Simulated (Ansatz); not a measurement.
AsH2(tBu) (C₄H₁₁As). Total charge 0; singlet. Geometry PBE-D4/def2-SVP; atoms count from 1.

Cartesian coordinates in Å:
```
As -1.1417 -1.7349 -0.1076
H -2.1546 -1.0979 -1.0824
H -0.3138 -2.2981 -1.2822
C -0.0214 -0.0501 0.1006
C 1.2843 -0.4702 0.7921
C -0.8207 0.9028 1.0019
C 0.2735 0.6085 -1.2510
H 1.9198 0.4224 0.9839
H 1.0965 -0.9615 1.7691
H 1.8758 -1.1697 0.1659
H -1.0604 0.4426 1.9828
H -1.7746 1.2147 0.5284
H -0.2315 1.8252 1.2010
H -0.6570 0.9065 -1.7751
H 0.8399 -0.0677 -1.9229
H 0.8860 1.5272 -1.1046
```

Q: Estimate the Mulliken populations from the PBE0/def2-TZVP orbitals of Ansatz.

A: 
```
atom  charge (e)
 As1       -0.07
  H2        0.04
  H3        0.04
  C4       -0.06
  C5       -0.36
  C6       -0.36
  C7       -0.34
  H8        0.12
  H9        0.13
 H10        0.13
 H11        0.13
 H12        0.13
 H13        0.12
 H14        0.12
 H15        0.12
 H16        0.11
```
Mulliken values depend strongly on the basis.

Q: And the Mayer bond orders between heavy atoms (over 0.3)?

A: As1–C4 0.97 (2.03 Å); C4–C5 0.98 (1.54 Å); C4–C6 0.98 (1.54 Å); C4–C7 0.99 (1.53 Å).
